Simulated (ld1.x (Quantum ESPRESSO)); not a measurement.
## Which change was made? (Tc, TM)

Tc, norm-conserving Troullier–Martins (Kleinman–Bylander form), made with ld1.x (Quantum ESPRESSO) 7.5 (PBE, fully relativistic). Core [Ar] 3d10 4s2, reference 4p6 4d4 5s0 5p0 (charge +3). Waves: 5s (bound, empty): rc 1.95 bohr; 4p (bound): rc 1.45 bohr; 4d (bound): rc 2.25 bohr. Local part: all-electron potential smoothed inside 1.25 bohr (lloc = -1). Core correction: a·sin(br)/r model core inside 1.05 bohr.

Open shells are filled in proportion to 2j + 1 (rel_dist='average').

Cutoffs, loose and tight: the cutoffs (Ry, on a coarse ladder) from which the occupation-weighted sum of valence levels, in a spherical-Bessel basis at the reference potential, stays within 10 and 1 mRy of its value at 400 Ry. They do not see the model core or the augmentation charge, which bear on the density cutoff. Test errors are all-electron minus pseudo excitation energies from the reference, over the configurations 4p6 4d5 5s2 5p0; 4p6 4d5 5s1 5p0; 4p6 4d5 5s0 5p0; 4p5 4d5 5s2 5p0; 4p6 4d6 5s0 5p0; 4p6 4d4 5s2 5p1; 4p6 4d5 5s0 5p2; variants that change the core or the reference have their own tests.

The base gives: outcome: generated; cutoff, loose: 60 Ry; cutoff, tight: 100 Ry; bound ghosts: s; largest test error (meV): +108.

After one change the result is: outcome: generated; cutoff, loose: 30 Ry; cutoff, tight: 50 Ry; bound ghosts: s; largest test error (meV): -357. Which change was it?
A. all radii but the core radius scaled by about 1.39 (s 2.72, p 2.02, d 3.14 bohr); local potential all-electron potential smoothed inside 1.74 bohr (lloc = -1)
B. all radii but the core radius scaled by about 1.10 (s 2.16, p 1.60, d 2.48 bohr); local potential all-electron potential smoothed inside 1.38 bohr (lloc = -1)
C. all radii but the core radius scaled by about 0.92 (s 1.80, p 1.34, d 2.08 bohr); local potential all-electron potential smoothed inside 1.16 bohr (lloc = -1)
D. all radii but the core radius scaled by about 1.27 (s 2.48, p 1.84, d 2.86 bohr); local potential all-electron potential smoothed inside 1.58 bohr (lloc = -1)
E. all radii but the core radius scaled by about 0.75 (s 1.46, p 1.10, d 1.70 bohr); local potential all-electron potential smoothed inside 0.94 bohr (lloc = -1)

D. The others give: all radii but the core radius scaled by about 1.10 (s 2.16, p 1.60, d 2.48 bohr); local potential all-electron potential smoothed inside 1.38 bohr (lloc = -1) → outcome: generated; cutoff, loose: 50 Ry; cutoff, tight: 80 Ry; bound ghosts: s; largest test error (meV): -220 | all radii but the core radius scaled by about 0.92 (s 1.80, p 1.34, d 2.08 bohr); local potential all-electron potential smoothed inside 1.16 bohr (lloc = -1) → outcome: generated; cutoff, loose: 70 Ry; cutoff, tight: 120 Ry; bound ghosts: s; largest test error (meV): +106 | all radii but the core radius scaled by about 0.75 (s 1.46, p 1.10, d 1.70 bohr); local potential all-electron potential smoothed inside 0.94 bohr (lloc = -1) → outcome: generated; cutoff, loose: 100 Ry; cutoff, tight: 140 Ry; bound ghosts: s; largest test error (meV): +125 | all radii but the core radius scaled by about 1.39 (s 2.72, p 2.02, d 3.14 bohr); local potential all-electron potential smoothed inside 1.74 bohr (lloc = -1) → outcome: generated; cutoff, loose: 30 Ry; cutoff, tight: 50 Ry; bound ghosts: s; largest test error (meV): +484.
